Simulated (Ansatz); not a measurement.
`N[BH][SnH]([F])[Cl]`, relaxed with RKS PBE0-D4/def2-TZVP in the Gaussian-basis code of Ansatz from a PBE-D4/def2-SVP geometry. The force threshold is 0.005 eV/Å; the program also tests the step.

Total charge 0; spin multiplicity 1. Sn: def2 effective core potential.

Start:

```xyz
9

N     0.082    1.518   -0.529
B     0.762    0.761    0.409
Sn   -0.009   -1.362    0.244
F    -1.223   -0.912   -1.281
Cl   -1.499   -1.932    2.013
H     0.211    2.526   -0.657
H    -0.614    1.076   -1.147
H     1.591    1.194    1.178
H     0.698   -2.867   -0.229
```

```
step  energy (eV)  largest force (eV/Å)  largest move (Å)
   1  -23298.9871                 0.784             0.000
   2  -23299.0480                 0.403             0.064
   3  -23299.0560                 0.220             0.057
   4  -23299.0636                 0.182             0.050
   5  -23299.0668                 0.105             0.030
   6  -23299.0686                 0.049             0.042
   7  -23299.0688                 0.017             0.018
   8  -23299.0689                 0.013             0.008
   9  -23299.0689                 0.005             0.002
  10  -23299.0689                 0.003             0.003
```

End:

```xyz
9

N     0.100    1.564   -0.534
B     0.711    0.735    0.376
Sn   -0.050   -1.371    0.223
F    -1.281   -1.088   -1.257
Cl   -1.448   -1.928    2.006
H     0.295    2.551   -0.601
H    -0.600    1.235   -1.186
H     1.530    1.124    1.149
H     0.743   -2.823   -0.176
```

Hardware: 4 threads of a server CPU on a shared host. Wall time 39 s, peak host memory 0.59 GiB.
